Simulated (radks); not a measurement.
Values are calculated unless marked as measured or tabulated.
Species: V5+. Configuration: [Ar].

Level of theory: non-relativistic Kohn-Sham, TPSS, spin-polarised, spherical densities, point nucleus; meta-GGA in the generalised Kohn-Sham scheme (a radial shooting solver on a logarithmic mesh with Libxc functionals).

Energy parts (eV):
part                      energy
total                 -25521.507
kinetic                25502.555
electron-nucleus      -59050.698
Hartree                 9193.229
exchange-correlation   -1166.592

Orbitals (lengths in bohr, moments of r in powers of bohr; r(max) is where P^2 peaks; r(90%) holds 90 % of the orbital's charge):
[
 {"orbital": "1s", "occ.": "2", "eigenvalue (eV)": "-5418.095", "<r^4>": "0.00009286", "<r^2>": "0.006024", "r(90%)": "0.119", "r(max)": "0.04410"},
 {"orbital": "2s", "occ.": "2", "eigenvalue (eV)": "-680.1298", "<r^4>": "0.02265", "<r^2>": "0.1137", "r(90%)": "0.481", "r(max)": "0.2577"},
 {"orbital": "2p", "occ.": "6", "eigenvalue (eV)": "-585.2049", "<r^4>": "0.01769", "<r^2>": "0.09304", "r(90%)": "0.451", "r(max)": "0.2090"},
 {"orbital": "3s", "occ.": "2", "eigenvalue (eV)": "-144.4259", "<r^4>": "1.395", "<r^2>": "0.9492", "r(90%)": "1.35", "r(max)": "0.8062"},
 {"orbital": "3p", "occ.": "6", "eigenvalue (eV)": "-117.6174", "<r^4>": "1.744", "<r^2>": "1.036", "r(90%)": "1.43", "r(max)": "0.8172"}
]

The highest occupied level is 3p at -117.62 eV. The density falls to 0.001 e/bohr^3 at r = 2.34 bohr.
